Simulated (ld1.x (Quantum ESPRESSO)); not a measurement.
hydrogen (H): ultrasoft pseudisation with PW91, scalar-relativistic reference atom.

hydrogen (H), ultrasoft, made with ld1.x (Quantum ESPRESSO) 7.5 (PW91, scalar-relativistic). Core none, reference 1s1. Waves: 1s (bound): rcut 1.45, rcutus 1.65 bohr; 1s channel at 1.4 Ry: rcut 1.45, rcutus 1.65 bohr; 2p channel at 0.3 Ry: rcut 1.25, rcutus 1.45 bohr. Local part: all-electron potential smoothed inside 1.40 bohr (lloc = -1). Core correction: none. Augmentation charge: PSQ, inside the norm-conserving radii.

Task: Does the generator finish with these settings?

Result: Yes, a potential is produced and its reference levels are reproduced.

Task: Estimate the cutoffs (Ry, on a coarse ladder) from which the occupation-weighted sum of valence levels, in a spherical-Bessel basis at the reference potential, stays within 10 and 1 mRy of its value at 400 Ry.

Result: 8 Ry and 15 Ry.

Task: What does a ghost test show?

Result: No extra level below or beside the all-electron valence levels (s, p, d, f tested).

Task: Is the overlap operator S = 1 + Σ q|β⟩⟨β| positive definite (Bessel basis up to 400 Ry)?

Result: Yes: its lowest eigenvalue is 0.88 (s channel).
